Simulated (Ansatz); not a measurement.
A single Dy atom.

Basis set: def2-TZVPP. Charge 0. Computed with Ansatz (development build ahead of 0.2.0); the lowest solution found for each multiplicity.

Problem. How do the multiplicities compare at this shape? Give, from the lowest of each method, PBE0 (unrestricted) for 3, 5.

Solution.

| method | multiplicity | E (eV) | <S²> |
| --- | --- | --- | --- |
| PBE0, unrestricted | 3 | 1.695 | 4.49 |
| PBE0, unrestricted | 5 | 0.000 | 7.54 |

Caution for PBE0, unrestricted: the unrestricted determinant is a mixture of spin states.
